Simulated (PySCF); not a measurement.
aminoborane (BH4N), SMILES BN. Heavy atoms are numbered as in [BH2:1][NH2:2]. Hydrogens are named by the atom that carries them.

Geometry: B3LYP-D3(BJ)/def2-TZVP.

Level of theory: PySCF with B3LYP/pcSseg-2.

GIAO shieldings, no solvent; atoms alike by connectivity are averaged. δ = σ(ref) − σ: ¹¹B against BF3 (σ = 86.3 ppm); ¹⁵N against NH3 (σ = 260.3 ppm); ¹H against TMS (σ = 31.68 ppm), references at their B3LYP-D3(BJ)/def2-TZVP geometries, non-relativistic.

```tsv
nucleus	atoms	count	δ (ppm)
¹¹B	B1 (BH2)	1	29.4
¹⁵N	N2 (NH2)	1	120.4
¹H	H on B1	2	4.87
¹H	H on N2	2	4.51
```
